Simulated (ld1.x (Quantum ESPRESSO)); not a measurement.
**Transferability test, PAW potential for vanadium**

| Item | Value |
| --- | --- |
| Element | vanadium (V) |
| Generator | ld1.x (Quantum ESPRESSO) 7.5 |
| Type | PAW |
| Functional | PBEsol |
| Relativity | non-relativistic |
| Frozen core | [Ne] |
| Valence charge | 13 |
| Reference configuration | 3s2 3p6 3d3 4s0.5 4p0 (charge +1.5) |
| Partial waves | 3s (bound): rcut 1.35, rcutus 1.85 bohr; 4s (bound): rcut 1.35, rcutus 1.85 bohr; 3p (bound): rcut 1.35, rcutus 1.50 bohr; 4p (bound, empty): rcut 1.35, rcutus 1.50 bohr; 3d (bound): rcut 1.25, rcutus 1.65 bohr; 3d channel at 4 Ry: rcut 1.25, rcutus 1.65 bohr |
| Local potential | all-electron potential smoothed inside 1.50 bohr (lloc = -2) |
| Core correction | Bessel-smoothed model core inside 1.50 bohr |
| Augmentation charge | BESSEL, radius 0.95 bohr |

Energies are relative to the spin-unpolarised reference configuration 3s2 3p6 3d3 4s0.5 4p0; without spin polarisation the order of configurations can differ from experiment. The frozen-core shift is the all-electron ΔE with the core orbitals held at their reference shape minus the fully relaxed ΔE.

Question: Give the all-electron excitation energy and the error of the potential for: 3s2 3p6 3d3 4s2 4p0; 3s2 3p6 3d3 4s1 4p0; 3s2 3p6 3d3 4s0 4p0; 3s2 3p6 3d3.5 4s1.5 4p0; 3s2 3p6 3d2 4s2 4p1; 3s2 3p6 3d2 4s0 4p0; 3s2 3p6 3d2 4s2 4p0.

Answer:

```tsv
valence configuration	charge	ΔE all-electron (eV)	error AE − PS (meV)	frozen-core shift (meV)
3s2 3p6 3d3 4s2 4p0	0	-13.884	+0.4	+0.1
3s2 3p6 3d3 4s1 4p0	+1	-6.212	+0.1	0.0
3s2 3p6 3d3 4s0 4p0	+2	7.864	+0.1	0.0
3s2 3p6 3d3.5 4s1.5 4p0	0	-13.938	-1.0	0.0
3s2 3p6 3d2 4s2 4p1	0	-7.874	+12	+0.8
3s2 3p6 3d2 4s0 4p0	+3	36.885	-0.7	+0.2
3s2 3p6 3d2 4s2 4p0	+1	-2.662	+15	+0.7
```

Levels in the configuration 3s2 3p6 3d3.5 4s1.5 4p0:

```json
{"level": "3s", "all-electron (eV)": "-66.855", "pseudo (eV)": "-66.852"}
{"level": "3p", "all-electron (eV)": "-41.783", "pseudo (eV)": "-41.780"}
{"level": "3d", "all-electron (eV)": "-3.746", "pseudo (eV)": "-3.743"}
{"level": "4s", "all-electron (eV)": "-4.187", "pseudo (eV)": "-4.187"}
```
